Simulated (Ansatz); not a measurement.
The first iterations of a band of CH3ClGeO (7 atoms, charge 0, multiplicity 1).

Theory: RKS B3LYP/def2-SVP in Ansatz.

* movable images: 5
* climbing image: yes
* spring: 5.0 eV/Å²
* optimiser: quadratic models (default)
* start path: through a guess of the saddle point
* force threshold: 0.05 eV/Å
* iteration limit: 60
* end points: relaxed

Initial state:

```xyz
7
Properties=species:S:1:pos:R:3
Cl -0.500 -1.620 1.640
C 0.467 -0.671 0.446
O 0.169 -0.868 -0.875
Ge -0.305 0.892 -0.387
H 1.525 -0.735 0.742
H -1.826 1.047 -0.412
H 0.531 1.887 -1.199
```

Final state:

```xyz
7
Properties=species:S:1:pos:R:3
Cl -0.507 -1.176 1.734
C 0.273 -0.332 0.357
O -0.551 -0.419 -0.835
Ge -0.095 1.637 0.055
H 1.229 -0.826 0.156
H -1.444 -0.695 -0.573
H 1.157 1.745 -0.940
```

| iteration | highest image above the first end (eV) | largest band force component (eV/Å) |
| --- | --- | --- |
| 1 | 3.678 | 9.651 |
| 2 | 2.011 | 4.352 |
| 3 | 1.477 | 1.856 |

Q: Does the band converge within its limit, and where does its top end?

A: It converged. It ended after 9 iterations with the highest image 1.271 eV above the first end. A vibrational analysis at the climbing image gives one clearly imaginary mode, 1369i cm⁻¹: a first-order saddle point. The orbitals stay closed-shell, which can raise the energy where a bond breaks towards radicals; this wasn't checked here.

Run time: 110 s on 2 threads of Arm Neoverse V1, on a shared host, peak memory 0.21 GiB.
